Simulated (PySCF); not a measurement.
C5H3F3O2S2.
SMILES with atom numbers: `[O:1]=[S:2](=[O:3])([c:4]1[cH:5][cH:6][cH:7][s:8]1)[C:9]([F:10])([F:11])[F:12]` (hydrogens: H13 on C5; H14 on C6; H15 on C7)

Torsions of this conformer, `[O:1]=[S:2](=[O:3])([c:4]1[cH:5][cH:6][cH:7][s:8]1)[C:9]([F:10])([F:11])[F:12]`: O1–S2–C4–C5 -19°, O1–S2–C9–F10 174°.

The closed-shell ground state was solved at several levels (PySCF, density fitting, gas phase, non-relativistic). Geometry: PBE0-D3(BJ)/def2-SVP, one conformer, isolated molecule.

| level | basis functions | HOMO (eV) | LUMO (eV) | gap (eV) | dipole (D) |
| --- | --- | --- | --- | --- | --- |
| B3LYP/pcSseg-2 | 488 | -7.91 | -2.32 | 5.59 | 5.33 |
| PBE0/pcSseg-1 | 233 | -8.16 | -2.08 | 6.08 | 5.13 |

(1) What might wB97X-D/def2-SVPD (293 basis functions) give for the same quantities?

(2) Over all these levels, which gives the widest orbital gap and which the narrowest?

(3) How far do the dipole and the HOMO energy spread over the levels?

Results:

(1) HOMO -9.98 eV, LUMO -0.44 eV, gap 9.54 eV, dipole 5.34 D.

(2) wB97X-D/def2-SVPD (range-separated hybrid) has the widest, 9.54 eV, and B3LYP/pcSseg-2 (global hybrid, 20 % exact exchange) the narrowest, 5.59 eV. Functional and basis both differ between the two, so the spread mixes both effects.

(3) The dipole runs from 5.13 to 5.34 D (mean 5.27 D) and the HOMO from -9.98 to -7.91 eV.
